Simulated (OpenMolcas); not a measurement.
**4d5 along the 41-electron sequence**

```json
{"Program": "OpenMolcas", "Method": "MS-RASPT2, IPEA 0.25 Eh, imaginary shift 0.1 Eh", "Basis": "ANO-RCC-VTZP", "Scalar Hamiltonian": "DKH2, point nucleus", "Spin-orbit coupling": "RASSI with atomic mean-field integrals over the reference wave functions, term energies averaged over their components"}
```

Active space for each ion: 5 electrons in 9 orbitals (RAS2 4d 5s; RAS3 5p, at most 2 electrons); closed shells correlated by CASPT2: 4s 4p.

Computed levels in cm-1 above 6S 5/2:

| Level | Mo+ | Tc2+ | Ru3+ |
| --- | --- | --- | --- |
| 4G 5/2 | 16530 | 20560 | 23670 |
| 4G 7/2 | 16630 | 20730 | 23930 |
| 4G 9/2 | 16710 | 20840 | 24090 |
| 4G 11/2 | 16720 | 20790 | 24030 |
| 4P 1/2 | 17130 | 23160 | 27110 |
| 4P 3/2 | 17200 | 22650 | 26370 |
| 4P 5/2 | 17490 | 22330 | 25880 |
| 4D 1/2 | 24020 | 24840 | 29230 |
| 4D 3/2 | 24060 | 25260 | 29800 |
| weight of 6S in the lowest level (%) | 99 | 99 | 99 |

Mixed levels, with the weight of the term that names them: Mo+ 4P 3/2 (66 %), Mo+ 4P 5/2 (66 %), Tc2+ 4P 3/2 (64 %), Tc2+ 4P 5/2 (61 %), Tc2+ 4D 3/2 (64 %), Ru3+ 4P 1/2 (72 %), Ru3+ 4P 3/2 (60 %), Ru3+ 4P 5/2 (57 %), Ru3+ 4D 1/2 (73 %), Ru3+ 4D 3/2 (59 %).

Measured, with the error of the calculation in %. Measured levels: Mo+ from NIST Handbook of Basic Atomic Spectroscopic Data.

```
  Level           Mo+
 4G 5/2  15199 (+8.7)
 4G 7/2  15331 (+8.5)
 4G 9/2  15428 (+8.3)
4G 11/2  15447 (+8.3)
```

4G 5/2 changes by a factor of 1.43 over the same range, with steps per unit of Z of +4030, +3110 cm-1.

Term energies are means over components that CASPT2 splits; among the terms shown or strongly mixed into the levels shown the widest spread is 100 cm-1 (4d5 4G, Ru3+). Blocks of more than 70 roots (2S+1 = 4 even, 2 even) ran without multistate coupling. Some high roots are left out of the spin-orbit mixing, which shifts the levels that they would mix with. Terms from blocks run as CI alone lack orbitals of their own. Configurations are named by rounded mean occupations; where the s occupation lies near a half they are strongly mixed, a name can repeat and a true partner stay unpaired (holds for Mo+). Computed and measured levels are paired by configuration, term and J; levels that our copy of the source lacks, or whose pairing is in doubt (as where it misses far off the trend of its configuration), stay unpaired and out of the deviations. Levels of configurations outside the active space are missing.
